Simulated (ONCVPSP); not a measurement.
# I: one change to an ONCV potential, before and after

| Property | Result |
| --- | --- |
| Element | iodine (I) |
| Generator | ONCVPSP 4.0.1 |
| Type | optimised norm-conserving Vanderbilt (ONCV) |
| Functional | LDA (Perdew-Zunger) |
| Relativity | fully relativistic |
| Frozen core | [Kr] 4d10 |
| Valence charge | 7 |
| Reference configuration | 5s1 5p6 |
| Partial waves | 5s: rc 1.45 bohr, ncon 5, nbas 9, qcut 3.7 1/bohr, 2 projectors, debl 2.9 Ha; 5p: rc 2.00 bohr, ncon 3, nbas 7, qcut 3.5 1/bohr, 2 projectors, debl 2.4 Ha; d scattering state at 0.27 Ha: rc 2.20 bohr, ncon 4, nbas 8, qcut 5.2 1/bohr, 1 projector |
| Local potential | polynomial inside 1.35 bohr (lpopt 5, dvloc0 1 Ha) |
| Core correction | polynomial model core, fcfact 0.55 |

Open shells are filled in proportion to 2j + 1.

Change: p: qcut 4.

Cutoffs: the cutoffs (Ha) at which the residual kinetic energy of the hardest occupied pseudo-wave falls to 1 and 0.1 mHa per electron; they do not see the model core or the augmentation charge, which bear on the density cutoff. Errors are all-electron minus pseudo energies relative to the spin-unpolarised reference configuration.

Q: How do hardness, ghosts and transferability respond?

A: The potential gets neither clearly harder nor softer (104 Ha and 116 Ha → 104 Ha and 116 Ha); both files keep a bound ghost (s); of the 4 tests that both files solve, the error grows in 4 and shrinks in 0 by more than 15 % and 0.3 meV (median size 2.1 → 5.1 meV).

| quantity | base | changed |
| --- | --- | --- |
| cutoff, loose | 104 Ha | 104 Ha |
| cutoff, tight | 116 Ha | 116 Ha |
| loose cutoff by channel | s 104 Ha, p 11 Ha | s 104 Ha, p 7.5 Ha |
| bound ghosts | s | s |
| GHOST(+) flags under 300 eV | p3/2 at 98.2 eV | p3/2 at 99.2 eV, p1/2 at 115.8 eV |
| error for 5s2 5p5, meV [ΔE -10.46 eV] | -3.7 | -7.1 |
| error for 5s2 5p4, meV [ΔE 0.87 eV] | +1.0 | -2.8 |
| error for 5s2 5p3, meV [ΔE 20.96 eV] | -3.0 | -5.4 |
| error for 5s2 5p4.5, meV [ΔE -5.84 eV] | -1.1 | -4.8 |
| s: phases at 1.47 bohr within 0.05 rad from the reference energy up to (Ha; the scan ends near 5) | to the end of the scan | to the end of the scan |
| p3/2: phases at 2.03 bohr within 0.05 rad from the reference energy up to (Ha; the scan ends near 5) | 3.3 | 3.4 |
| p1/2: phases at 2.03 bohr within 0.05 rad from the reference energy up to (Ha; the scan ends near 5) | 3.4 | 3.4 |
| d5/2: phases at 2.24 bohr within 0.05 rad from the reference energy up to (Ha; the scan ends near 5) | 0.8 | 0.8 |
| d3/2: phases at 2.24 bohr within 0.05 rad from the reference energy up to (Ha; the scan ends near 5) | 0.8 | 0.8 |
| rms error of d²Exc/dni dnj with the model core, mHa | 1.97 | 1.99 |

 A true bound ghost makes a file unfit for plane-wave use even where its test errors are small: the radial tests pick states by their node count and pass the ghost by.
